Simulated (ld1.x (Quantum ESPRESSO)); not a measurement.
# Li, TM: configuration errors across variants

| Quantity | Value |
| --- | --- |
| Element | lithium |
| Generator | ld1.x (Quantum ESPRESSO) 7.5 |
| Type | norm-conserving Troullier–Martins (Kleinman–Bylander form) |
| Functional | BLYP |
| Relativity | non-relativistic |
| Frozen core | none |
| Valence charge | 3 |
| Reference configuration | 1s2 2s1 2p0 |
| Partial waves | 2p (bound, empty): rc 4.20 bohr; 1s (bound): rc 0.55 bohr |
| Local potential | the s channel |
| Core correction | none |

Occupied shells without a wave of their own: 2s. They enter only through the test configuration that unscreens the potential.

All-electron excitation energies from the reference (eV): (1) 1s2 2s0 2p0 5.322; (2) 1s2 2s0.5 2p0 2.009; (3) 1s2 2s0 2p1 1.797; (4) 1s1 2s1 2p0 68.699.

3 further variants failed, have other tests or another functional or relativity, and are left out.

Errors AE − PS in meV (a dash: test not solved or not reliable):

```csv
change,(1),(2),(3),(4),bound ghosts
base,+6.9,+2.6,+3.4,+48,none
"all radii scaled by about 0.76 (s 0.42, p 3.18 bohr)",+1.6,+0.6,+0.3,+15,none
wave 1s (bound): rc 0.55 bohr becomes 1s (bound): rc 0.76 bohr,+35,+13,+16,+165,none
wave 2p (bound): rc 4.20 bohr becomes 2p (bound): rc 3.66 bohr,+6.9,+2.6,+2.1,+48,none
"all radii scaled by about 0.88 (s 0.48, p 3.68 bohr)",+3.6,+1.3,+1.4,+29,none
```

Problem. Give the same row for: local potential the p channel.

Solution. -350, -145, -248, -398; bound ghosts: none.
